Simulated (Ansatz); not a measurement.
AlCl, SMILES `[Al][Cl]` (lower singlet) (charge 0, multiplicity 1). This singlet lies 2.96 eV below the relaxed triplet at the level composite: frozen-core CCSD(T) with HF/cc-pV5Z and the correlation energy extrapolated as X^-3 from cc-pVQZ and cc-pV5Z, plus CCSDT(Q) minus CCSD(T) in cc-pVTZ // B3LYP-D3(BJ)/def2-TZVP (Ansatz, a quantum-chemistry and plane-wave program).

These are frozen-core CCSDTQ/cc-pVDZ // B3LYP-D3(BJ)/def2-TZVP run with Ansatz values and carry that method's errors.

Ansatz 0.2 input:
```yaml
crystal:
  periodic: [false, false, false]
  atoms:
    - { symbol: Al, position_ang: [1.080099, -0.000005, -0.000004] }
    - { symbol: Cl, position_ang: [-1.080099, 0.000005, 0.000004] }
basis:
  gaussian: { orbitals: cc-pVDZ }
correlation:
  method: ccsdtq
```

Output:

```
Functional definition: HF
662 factors; integrals over basis functions are off by at most 2.5e-7 eV
mean field evaluation 1: about -19087.6930 eV, gradient 1.3e1 eV
mean field evaluation 2: about -19087.6953 eV, gradient 1.3e1 eV
mean field evaluation 4: about -19088.3880 eV, gradient 8.2e-1 eV
mean field evaluation 8: about -19088.3945 eV, gradient 2.8e-4 eV
mean field evaluation 16: about -19088.3945 eV, gradient 1.4e-6 eV
mean field -19088.39448360 eV, -701.4855586939 hartree, gradient 1.4e-6 eV, S^2 0.000000; 0 other end points of the search recorded, 0 dependent functions left out
10 core orbitals not correlated
reference -19088.39448360 eV, -701.4855586939 hartree; 5, 5 occupied and 21, 21 virtual orbitals, 662 factors
second order -4.84671273 eV of doubles, -0.00000000 eV of singles
cycle   1  -5.28905025 eV  change   -4.4e-1 eV  update   7.8e-2
cycle   2  -5.57422414 eV  change   -2.9e-1 eV  update   3.7e-2
cycle   3  -5.65995129 eV  change   -8.6e-2 eV  update   2.5e-2
cycle   4  -5.64547868 eV  change    1.4e-2 eV  update   6.0e-3
cycle   5  -5.64887385 eV  change   -3.4e-3 eV  update   4.2e-3
cycle   6  -5.65127071 eV  change   -2.4e-3 eV  update   2.2e-3
cycle   7  -5.65066181 eV  change    6.1e-4 eV  update   8.7e-4
cycle   8  -5.65035363 eV  change    3.1e-4 eV  update   6.7e-4
cycle   9  -5.65041743 eV  change   -6.4e-5 eV  update   3.7e-4
cycle  10  -5.65050494 eV  change   -8.8e-5 eV  update   1.8e-4
cycle  11  -5.65049800 eV  change    6.9e-6 eV  update   7.5e-5
cycle  12  -5.65050339 eV  change   -5.4e-6 eV  update   2.1e-5
cycle  13  -5.65050125 eV  change    2.1e-6 eV  update   8.3e-6
cycle  14  -5.65049967 eV  change    1.6e-6 eV  update   4.2e-6
cycle  15  -5.65049975 eV  change   -8.5e-8 eV  update   2.4e-6
cycle  16  -5.65050003 eV  change   -2.7e-7 eV  update   5.7e-7
Total energy: -19094.04498363 eV, -701.6932107398 hartree
```
